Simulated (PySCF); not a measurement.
CH6SSiTe, SMILES CS[Te][SiH3] (PBE0/def2-SVP optimised geometry):

```
10

Te    -1.372    -1.560    -2.013
S     -0.378     0.072    -3.509
C     -1.690     1.314    -3.676
H     -2.590     0.893    -4.144
H     -1.275     2.092    -4.336
H     -1.946     1.769    -2.709
Si    -0.492    -0.347     0.000
H     -0.994     1.059     0.000
H      0.999    -0.347     0.000
H     -0.999    -1.059     1.214
```

Level of theory: PySCF with PBE0/def2-TZVP, def2 effective core potentials past Kr.

Question: What are the frontier orbital energies and the dipole moment?

Answer: HOMO-2 -8.59 eV, HOMO-1 -6.76 eV, HOMO -6.54 eV, LUMO -1.80 eV, LUMO+1 -0.52 eV; dipole moment 1.48 D.

On the same geometry PBE/def2-TZVP, def2 effective core potentials past Kr run with PySCF 2.14.0 gives HOMO-2 -7.50 eV, HOMO-1 -5.60 eV, HOMO -5.52 eV, LUMO -2.61 eV, LUMO+1 -1.31 eV; dipole moment 1.40 D.
